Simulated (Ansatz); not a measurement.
`CB(C)N[SiH3]` → B• + 2 C• + 10 H• + N• + Si•  (atomization)

Computed with Ansatz on PBE0-D4/def2-TZVP structures; ΔE is electronic, products minus reactants. CBS: MP2 limit from def2 TZ/QZ plus the TZ coupled-cluster correction, frozen cores. This one scheme is used for every species, atoms too. DFT in def2-TZVPP. B3LYP here is the variant with VWN-RPA as its local correlation; programs differ in this. Open shells (•) are unrestricted, without spin–orbit coupling. Spin–orbit coupling would lower the free atoms: a little for B, C, Si. Each species was taken in one conformer, which may not be the lowest.

```
        level  ΔE (kJ/mol)  difference from CCSD(T)/CBS
     B3LYP-D4       5596.7                         30.5
      ωB97M-V       5598.1                         31.9
          PBE       5597.9                         31.7
       r2SCAN       5574.1                          7.9
        B3LYP       5549.6                        -16.6
      r2SCAN0       5527.7                        -38.5
        BHLYP       5461.3                       -104.9
 MP2/def2-SVP       5315.6                       -250.6
HF/def2-TZVPP       4239.8                      -1326.4
HF/def2-QZVPP       4247.0                      -1319.2
  CCSD(T)/CBS       5566.2                            0
```

Largest T1 diagnostic among the species: 0.014.

From PBE to PBE0 (25 % exact exchange), in def2-TZVPP and without D4, ΔE moves by −44.5 kJ/mol: exact exchange takes away binding that semilocal exchange gives to molecules. At CCSD(T), def2-SVP lies −268.5 kJ/mol from the extrapolated value and def2-TZVPP −126.2 kJ/mol: correlation converges slowly with the basis, and small sets miss more of it in the bonded molecule than in its fragments. In def2-TZVPP, CCSD(T) changes the Hartree–Fock value by +1200.2 kJ/mol (the triples alone add +58.0 kJ/mol) and MP2 by +1234.3 kJ/mol; breaking electron pairs costs correlation energy, which Hartree–Fock lacks.

For atomizations the MP2-based limit and the directly extrapolated one differ by several kJ/mol either way, and by 10 to 25 for some Ge, Se and Sn compounds, so smaller differences from it don't rank the levels.
